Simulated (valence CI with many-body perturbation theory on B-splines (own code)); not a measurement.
## E1 transitions of Hg LXVII

Method: valence CI with perturbative core correlation (CI+MBPT): four valence electrons over a frozen Dirac-Fock core [Ne], a basis of 11 s, 11 p, 10 d, 8 f, 5 g, 2 h functions for each j, with the one-electron correlation potential Σ1 (screened to all orders), the two-electron term Σ2, the three-electron term Σ3, Breit, model QED; selected single and double excitations, second order for the rest, scaled by the run's own slope (own B-spline code, finite nucleus).

The last digits are not significant, and no measured levels were compared; by estimate large intervals hold to a few tenths of a per cent, small ones and those within an open d or f shell to about a per cent. Among the levels kept, up to 590 cm⁻¹ of a level comes from second order outside the variational space, and about a tenth of that is noise between levels of different J, which matters for small intervals.

Lines 51 to 100 of 564 in falling wavelength, among levels below 170.10 Ry, chosen from the strongest by gf and those to the six lowest levels. Wavelengths and rates use the calculated energies. Electric multipoles are in the length gauge, E1 and E2 with the static RPA response of the core. Weak lines are less certain than strong ones. Lines between different terms over intervals too small for the method are left out, as are lines whose strength nearly cancels. The highest levels of a list are the least certain.

Levels are named by their leading jj configuration (3d3/2^4 stands for four electrons in 3d with j = 3/2), which in mixed levels can hold well under half, so a name can repeat and another be missing. Letters in brackets count levels of one name in rising energy.

```csv
λ vac (nm),Upper,Lower,A (s⁻¹),S (a.u.)
5.677,(3s 3p1/2^2 3d3/2) J=1,(3s 3p1/2^2 3p3/2) J=1,1.89e+10,5.11e-03
5.663,(3s 3p1/2 3p3/2 3d5/2) J=3 [c],(3s^2 3p3/2 3d5/2) J=4,4.03e+10,2.53e-02
5.627,(3p1/2^2 3d3/2 3d5/2) J=4,(3s 3p1/2 3d3/2 3d5/2) J=4 [b],3.23e+10,2.56e-02
5.614,(3p1/2 3p3/2^2 3d5/2) J=3,(3s 3p3/2^2 3d5/2) J=4 [a],6.17e+10,3.77e-02
5.605,(3p1/2^2 3d5/2^2) J=4,(3s 3p1/2 3d5/2^2) J=5,8.81e+10,6.89e-02
5.597,(3s 3p1/2^2 3p3/2) J=1,(3s^2 3p1/2 3p3/2) J=1,1.89e+10,4.91e-03
5.579,(3s 3p1/2 3p3/2 3d5/2) J=4 [c],(3s^2 3p3/2 3d5/2) J=4,2.42e+10,1.87e-02
5.574,(3s 3p1/2 3p3/2 3d3/2) J=2 [d],(3s^2 3p3/2 3d3/2) J=3,4.23e+10,1.81e-02
5.570,(3p1/2 3p3/2^2 3d5/2) J=4,(3s 3p3/2^2 3d5/2) J=5,5.37e+10,4.12e-02
5.557,(3p1/2^2 3d3/2 3d5/2) J=4,(3s 3p1/2 3d3/2 3d5/2) J=5,9.00e+10,6.86e-02
5.501,(3p1/2 3p3/2^2 3d3/2) J=2 [b],(3s 3p3/2^2 3d3/2) J=3 [a],4.40e+10,1.81e-02
5.481,(3p1/2^2 3d3/2 3d5/2) J=3,(3s 3p1/2 3d3/2 3d5/2) J=2 [a],2.56e+10,1.45e-02
5.479,(3p1/2^2 3p3/2 3d5/2) J=4,(3s 3p1/2 3p3/2 3d5/2) J=5,7.83e+10,5.72e-02
5.470,(3p1/2 3p3/2^2 3d3/2) J=3 [b],(3s 3p3/2^2 3d3/2) J=4,7.46e+10,4.22e-02
5.470,(3s 3p1/2^2 3d3/2) J=2,(3s 3p1/2^2 3p3/2) J=1,9.69e+09,3.91e-03
5.468,(3p1/2^2 3p3/2 3d3/2) J=2,(3s 3p1/2 3p3/2 3d3/2) J=3 [a],5.18e+10,2.09e-02
5.468,(3p1/2 3p3/2^2 3d5/2) J=5,(3s 3p3/2^2 3d5/2) J=5,3.92e+10,3.48e-02
5.454,(3p1/2^2 3d3/2 3d5/2) J=3,(3s 3p1/2 3d3/2 3d5/2) J=4 [a],7.96e+10,4.46e-02
5.424,(3p1/2^2 3d3/2^2) J=2,(3s 3p1/2 3d3/2^2) J=2 [a],5.34e+10,2.10e-02
5.419,(3p1/2^2 3p3/2 3d3/2) J=3,(3s 3p1/2 3p3/2 3d3/2) J=4,9.98e+10,5.49e-02
5.397,(3p1/2^2 3p3/2^2) J=2,(3s 3p1/2 3p3/2^2) J=3,8.36e+10,3.24e-02
5.373,(3s 3p1/2 3d3/2 3d5/2) J=2 [a],(3s 3p1/2 3p3/2 3d5/2) J=3 [b],3.16e+10,1.21e-02
5.349,(3p1/2^2 3p3/2 3d5/2) J=3,(3s 3p1/2 3p3/2 3d5/2) J=4 [b],4.37e+10,2.31e-02
5.324,(3s^2 3p1/2 3d3/2) J=2,(3s^2 3p1/2 3p3/2) J=2,1.28e+10,4.75e-03
5.305,(3p1/2^2 3d3/2^2) J=2,(3p1/2^2 3p3/2 3d3/2) J=3,5.05e+10,1.86e-02
5.297,(3p1/2^2 3d3/2 3d5/2) J=2,(3p1/2^2 3p3/2 3d5/2) J=3,5.83e+10,2.14e-02
5.213,(3p1/2^2 3d5/2^2) J=4,(3s 3p1/2 3d5/2^2) J=4 [a],1.90e+10,1.19e-02
5.152,(3p1/2^2 3p3/2 3d3/2) J=1,(3p1/2^2 3p3/2^2) J=2,9.33e+10,1.89e-02
5.103,(3s^2 3p1/2 3d3/2) J=2,(3s^2 3p1/2 3p3/2) J=1,3.23e+08,1.06e-04
5.003,(3s 3p1/2^2 3d3/2) J=1,(3s 3p1/2^2 3p3/2) J=2,7.03e+09,1.30e-03
4.949,(3s 3p1/2 3d3/2 3d5/2) J=4 [b],(3s 3p1/2 3p3/2 3d5/2) J=4 [b],2.53e+10,1.36e-02
4.926,(3p1/2^2 3p3/2 3d5/2) J=4,(3s 3p1/2 3p3/2 3d5/2) J=4 [a],4.15e+10,2.20e-02
4.842,(3s 3p1/2^2 3d3/2) J=2,(3s 3p1/2^2 3p3/2) J=2,1.47e+10,4.12e-03
4.614,(3p1/2^2 3d3/2 3d5/2) J=4,(3p1/2^2 3p3/2 3d5/2) J=4,3.53e+10,1.54e-02
4.560,(3s 3p1/2 3d3/2 3d5/2) J=5,(3s 3p1/2 3p3/2 3d5/2) J=5,2.34e+10,1.21e-02
4.380,(3s^2 3p1/2 3d3/2) J=1,(3s^2 3p1/2 3p3/2) J=2,7.70e+09,9.58e-04
4.341,(3s^2 3p3/2^2) J=2,(3s^2 3p1/2 3d3/2) J=2,2.32e+08,4.68e-05
4.229,(3s^2 3p1/2 3d3/2) J=1,(3s^2 3p1/2 3p3/2) J=1,3.00e+09,3.36e-04
4.038,(3s^2 3p3/2^2) J=2,(3s 3p1/2^2 3p3/2) J=1,1.10e+09,1.79e-04
3.763,(3s^2 3p3/2^2) J=0,(3s 3p1/2^2 3p3/2) J=1,1.49e+09,3.92e-05
3.754,(3s 3p1/2^2 3d5/2) J=3,(3s^2 3p1/2 3d3/2) J=2,1.14e+09,2.08e-04
3.685,(3s^2 3p3/2^2) J=2,(3s 3p1/2^2 3p3/2) J=2,1.02e+09,1.25e-04
3.636,(3s 3p1/2 3d5/2^2) J=4 [a],(3s 3p1/2 3p3/2 3d5/2) J=3 [c],5.11e+10,1.09e-02
3.586,(3s 3p1/2^2 3d5/2) J=2,(3s^2 3p1/2 3d3/2) J=2,3.83e+08,4.36e-05
3.562,(3s 3p1/2 3d5/2^2) J=3 [b],(3s 3p1/2 3p3/2 3d5/2) J=2 [d],2.81e+11,4.39e-02
3.538,(3s 3p1/2 3d5/2^2) J=3 [a],(3s 3p1/2 3p3/2 3d5/2) J=2 [c],9.05e+10,1.38e-02
3.529,(3s 3p1/2 3d3/2 3d5/2) J=3 [b],(3s 3p1/2 3p3/2 3d3/2) J=3 [c],7.74e+10,1.17e-02
3.504,(3s 3p1/2 3d5/2^2) J=4 [b],(3s 3p1/2 3p3/2 3d5/2) J=3 [d],3.68e+11,7.04e-02
3.499,(3s 3p1/2 3d5/2^2) J=5,(3s 3p1/2 3p3/2 3d5/2) J=4 [c],1.59e+11,3.70e-02
3.489,(3s 3p1/2 3p3/2 3d5/2) J=2 [b],(3s 3p1/2 3p3/2^2) J=2 [b],1.03e+11,1.08e-02
```
